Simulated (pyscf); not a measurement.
**H₃C–SiH₂•, doublet**

Gas-phase minimum from PySCF at ωB97X-D3(BJ)/def2-SVP, one conformer. Other isomers of H₃C–SiH₂• were not searched in full and may lie lower. 

```xyz
7

C     -0.5327    -0.7070    -0.4418
Si    -1.2947    -1.1030    -2.1208
H     -1.1974    -1.0238     0.3767
H      0.4341    -1.2189    -0.3179
H     -0.3611     0.3786    -0.3435
H     -2.6224    -0.4344    -2.2941
H     -0.3881    -0.7067    -3.2437
```
Charge 0, spin multiplicity 2.

Bonds (Å): C1–Si2 1.886, C1–H3 1.101, C1–H4 1.101, C1–H5 1.103, Si2–H6 1.497, Si2–H7 1.497. Angles (°): Si2–C1–H3 110.9, Si2–C1–H4 110.9, Si2–C1–H5 110.4, H3–C1–H4 108.2, H3–C1–H5 108.1, H4–C1–H5 108.1, C1–Si2–H6 111.6, C1–Si2–H7 111.6, H6–Si2–H7 109.4.

Properties at ωB97X-D3(BJ)/def2-SVP:

* **Harmonic wavenumbers, unscaled**: 190, 527, 572, 707, 849, 888, 942, 1277, 1438, 1442, 2215, 2230, 3063, 3162, 3180 cm⁻¹
* **Zero-point energy**: 32.4 kcal/mol
* **Rotational symmetry number**: 1
* **Entropy of this conformer at 298 K and 1 atm, rigid rotor and harmonic oscillator, modes under 100 cm⁻¹ raised to 100**: 267.5 J/(mol K)
* **Dipole moment**: 0.81 D
* **Spin expectation value S2**: 0.751

Single-point totals, which compare only within one level (frozen core for MP2 and CC):

```csv
level,total energy (hartree)
ωB97X-D3(BJ)/def2-TZVP,-330.62726
PBE/def2-TZVP,-330.36198
r²SCAN/def2-TZVP,-330.52369
B3LYP-D3(BJ)/def2-TZVP,-330.61228
PBE0-D3(BJ)/def2-TZVP,-330.40502
M06-2X/def2-TZVP,-330.52712
ωB97M-D3(BJ)/def2-TZVP,-330.62242
UHF/def2-TZVPP,-329.69833
MP2/def2-TZVPP,-329.98982
CCSD/def2-TZVPP,-330.02555
CCSD(T)/def2-TZVPP,-330.03671
```

Soft torsions are taken as harmonic, which can shift the entropy by several J/(mol K). The CCSD(T) − MP2 part came from Ansatz, without density fitting, on the same reference.
